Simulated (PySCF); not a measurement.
Gas-phase reaction: 3 Ge₂O₂ + Ge(OH)₄ → 2 GeH₂ + 5 GeO₂

Computed with PySCF and rigid-rotor harmonic-oscillator thermochemistry at 1 bar. † marks an energy on the PBE0/def2-TZVP geometry and frequencies; other levels use their own. MP2 and CCSD(T) freeze the core. 6-31G* has spherical d functions here. All species are closed-shell singlets. B3LYP is the form with VWN-RPA correlation. Ge: all electrons, no relativistic terms. Ge₂O₂, Ge(OH)₄, GeH₂, GeO₂: computed as isolated molecules; such fragments, hydroxides, amides, oligomers or adducts are transient or little studied in the gas. MP2 isn't extrapolated to the basis-set limit. CCSD(T) isn't extrapolated to the basis-set limit. Warning, large T1 diagnostic: GeO₂ (CCSD(T)/def2-SVP†, CCSD(T)/def2-TZVPP†).

```tsv
level	ΔH°(298 K), kJ
B3LYP/6-31G*	1885
B3LYP/def2-TZVP†	(withheld)
BLYP/def2-TZVP†	1645
CCSD(T)/def2-SVP†	1836
CCSD(T)/def2-TZVPP†	(withheld)
MP2/def2-SVP†	1767
MP2/def2-TZVPP†	1817
PBE/def2-TZVP†	(withheld)
PBE0/def2-TZVP	(withheld)
```

Q: What belongs in the gaps?

A: 
- B3LYP/def2-TZVP†, ΔH°(298 K), kJ: 1849
- CCSD(T)/def2-TZVPP†, ΔH°(298 K), kJ: 1894
- PBE/def2-TZVP†, ΔH°(298 K), kJ: 1721
- PBE0/def2-TZVP, ΔH°(298 K), kJ: 1934
